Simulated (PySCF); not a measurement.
**Correlation energy of C⁻ (carbon, charge -1)**

[He] 2s2 2p3, high-spin 4S determinant. All numbers are calculated (PySCF 2.14, no relativity, point nucleus, in def2-TZVPPD (6s3p3d1f, 37 functions)). Frozen: nothing; 7 electrons correlated.

```
  level  correlation energy (mhartree)
   CCSD                        -126.20
    (T)                          -3.96
CCSD(T)                        -130.16
```

Diagnostics: T1 = 0.0071, D1 = 0.0165, largest double amplitude 0.047.

Cost of the coupled-cluster step: roughly 0.9 core-seconds, for 7 correlated electrons.

This basis was not built for core-valence correlation, so the inner-shell part is incomplete.
